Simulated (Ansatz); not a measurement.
System: ZrO3, net charge 0, singlet state. 
Coordinates optimised at B3LYP-D3(BJ)/def2-TZVP (Ansatz, a first-principles code):
```
Zr
O 1 1.7622
O 1 1.9661 2 114.23
O 3 1.4928 1 67.69 2 100.64
```

Basis-set convergence of Hartree-Fock and CCSD correlation energies (hartree) with Ansatz. Valence correlation only, unless marked. Spin-orbit coupling is left out. The frozen core is the preceding noble-gas configuration, with the filled d and f shells of earlier blocks. In def2 rows, elements after Kr have scalar-relativistic effective core potentials.

The T1 diagnostic of CCSD in the largest basis is 0.030, which is high, so the coupled-cluster rows are less sure than usual.

| basis | functions | E(HF) | E(corr, CCSD) |
|---|---|---|---|
| def2-SVPD | 103 | -270.88728 | -0.69974 |
| def2-TZVPPD | 176 | (withheld) | (withheld) |

Task: Some entries are withheld; supply them.

Result: 
- def2-TZVPPD, E(HF): -271.17491
- def2-TZVPPD, E(corr, CCSD): -0.83146
